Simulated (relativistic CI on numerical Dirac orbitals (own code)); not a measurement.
## Cr⁺ in a cubic cluster: 3p photoemission with charge transfer

Computed with a charge-transfer multiplet model of a cubic metal-ligand cluster with up to one ligand hole, Slater and spin-orbit integrals from Dirac-Coulomb-Breit ions, Slater integrals scaled by 0.8. The parameters are those of a tetrahedral site (10Dq negative, t2 hopping the larger). The ground state mixes d5 with configurations of k ligand holes L, whose averages lie at kΔ + k(k − 1)U_dd/2; a core hole lowers each added d electron by U_cd. 20 K, Lorentzian 0.9 eV and Gaussian 0.8 eV FWHM.

Atomic integrals in eV (Slater integrals scaled, ζ unscaled), ground: F2dd 6.636, F4dd 4.082, zeta_d 0.022; with the core hole: F2dd 7.795, F4dd 4.847, zeta_d 0.028, zeta_core 0.660, F2cd 8.726, G1cd 10.871, G3cd 6.554.

Cluster parameters (eV): Δ = 7.7, U_dd = 5.4, 10Dq = -0.25, 10Dq(ligand) = 0, V(eg) = 0.85, V(t2g) = -1.44, final-state hopping factor = 0.9.

```tsv
Case	n_d	d5	d6L	S
U_cd = 4.5 eV	5.07	0.93	0.07	2.50
U_cd = 6.3 eV	5.07	0.93	0.07	2.50
U_cd = 6.9 eV	5.07	0.93	0.07	2.50
```

Weights, n_d and S are thermal averages at 20 K. Binding energies count from the first peak over 30 % of the highest in each spectrum, which can be another peak from case to case. The parameters are a model scan and need not match a compound or its usual spin state. Peaks in eV (height, largest 100):
- U_cd = 4.5 eV: 0.0 (100), 2.5 (30), 16.6 (44)
- U_cd = 6.3 eV: 0.0 (100), 2.4 (30), 5.8 (6), 16.4 (41)
- U_cd = 6.9 eV: 0.0 (100), 2.3 (30), 5.4 (8), 16.2 (38), 21.6 (6)

For the case U_cd = 6.3 eV, Δ = 7.7 eV is larger than U_dd = 5.4 eV, the Mott-Hubbard side of the Zaanen-Sawatzky-Allen scheme. With the core hole the configuration with one ligand hole lies at Δ − U_cd = 3.2, 1.4, 0.8 eV from the one without, in the order of the table; where this is negative the screened configuration lies lower, though the effective hopping of about 2.5 eV (from the holes of the mixed ground state) mixes the two strongly wherever it is as large as the gap.
